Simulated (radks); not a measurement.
The numbers below are computed, except where a source is named.
Task: Tl X, configuration [Kr] 4d10 4f14 5s1.75 5p6 5d4.25 (fractional occupations, a model configuration). Code: a radial shooting solver on a logarithmic mesh with Libxc functionals. Model: Dirac Kohn-Sham, RPBE, spin-unpolarised, spherical densities, finite nucleus; open shells are shared between the two j in proportion to 2j + 1; Fermi nuclear charge, rms radius 5.4759 fm. Some entries of the table are withheld. Estimate them.

orbital  occ.  eigenvalue (hartree)  r(max) (bohr)  <1/r> (bohr^-1)
1s1/2       2             -3145.281        0.01003            99.37
2s1/2       2             -564.1689        0.05836            24.53
2p1/2       2             -541.9370        0.04279              (1)
2p3/2       4             -466.0371        0.05039              (2)
3s1/2       2             -138.8418         0.1642            9.000
3p1/2       2             -128.7794         0.1530            8.914
3p3/2       4             -111.9004         0.1684            7.660
3d3/2       4             -95.24670         0.1309              (3)
3d5/2       6             -91.64066         0.1351              (4)
4s1/2       2             -35.23085         0.3694            3.819
4p1/2       2             -30.88567         0.3671            3.710
4p3/2       4             -26.77739         0.3983            3.277
4d3/2       4             -19.67198         0.3900            3.079
4d5/2       6             -18.90399         0.3995            2.981
5s1/2    1.75             -10.05135         0.8018            1.613
4f5/2       6              -9.72280         0.3552            2.639
4f7/2       8              -9.55181         0.3596            2.601
5p1/2       2              -8.53910         0.8383            1.506
5p3/2       4              -7.71263         0.9084            1.362
5d3/2     1.7              -5.48213            (5)            1.157
5d5/2    2.55              -5.35967            (6)            1.128

Result: 
(1) 2p1/2 <1/r> (bohr^-1): 24.49
(2) 2p3/2 <1/r> (bohr^-1): 19.69
(3) 3d3/2 <1/r> (bohr^-1): 7.559
(4) 3d5/2 <1/r> (bohr^-1): 7.278
(5) 5d3/2 r(max) (bohr): 1.021
(6) 5d5/2 r(max) (bohr): 1.044
